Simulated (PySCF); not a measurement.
**UHF on Ag (silver, neutral)**

Configuration: [Kr] 4d10 5s1, 2S determinant. Calculation: PySCF 2.14, in x2c-QZVPPall; scalar relativity by spin-free X2C-1e.

- Total energy: -5312.877668 hartree
- One-electron energy: -7330.3450 hartree
- Hartree (Coulomb) energy: 2165.6710 hartree
- Exchange energy: -148.2037 hartree
- ⟨S²⟩: 0.7519
- ⟨L²⟩: 0.000
- Sum of ⟨r⟩: 32.61 bohr
- Sum of ⟨r²⟩: 49.06 bohr²
- Langevin diamagnetic susceptibility: -38.9 ×10⁻⁶ cm³/mol

```
shell  electrons  mean orbital energy (eV)  rms radius, mean of both spins (bohr)
 1s α          1                  -25645.0                                 0.0357
 1s β          1                  -25644.9                                 0.0357
 2s α          1                   -3861.8                                  0.146
 2s β          1                   -3861.8                                  0.146
 2p β          3                   -3458.5                                  0.130
 2p α          3                   -3458.5                                  0.130
 3s α          1                   -744.88                                  0.392
 3s β          1                   -744.81                                  0.392
 3p α          3                   -608.76                                  0.394
 3p β          3                   -608.75                                  0.394
 3d β          5                   -394.01                                  0.376
 3d α          5                   -393.98                                  0.376
 4s α          1                   -116.29                                  0.980
 4s β          1                   -116.23                                  0.980
 4p β          3                   -74.699                                   1.08
 4p α          3                   -74.604                                   1.08
 4d α          5                   -13.941                                   1.53
 4d β          5                   -13.875                                   1.53
 5s α          1                    -6.484                                   3.71
```

Densities and radii are taken from the X2C orbitals without a picture-change correction, which distorts them close to the nucleus.

Spin-orbit constants ζ (cm⁻¹) from the X2C one-electron operator on these orbitals: bare nucleus, nucleus screened by l(l+1)(2l+1)/3 electrons, and screened by the Breit-Pauli mean field of the electrons.

```csv
shell,bare,screened nucleus,mean field
2p,944000,903800,n/a
3p,168900,161700,n/a
3d,24900,19610,n/a
4p,25610,24520,n/a
4d,2173,1711,n/a
```
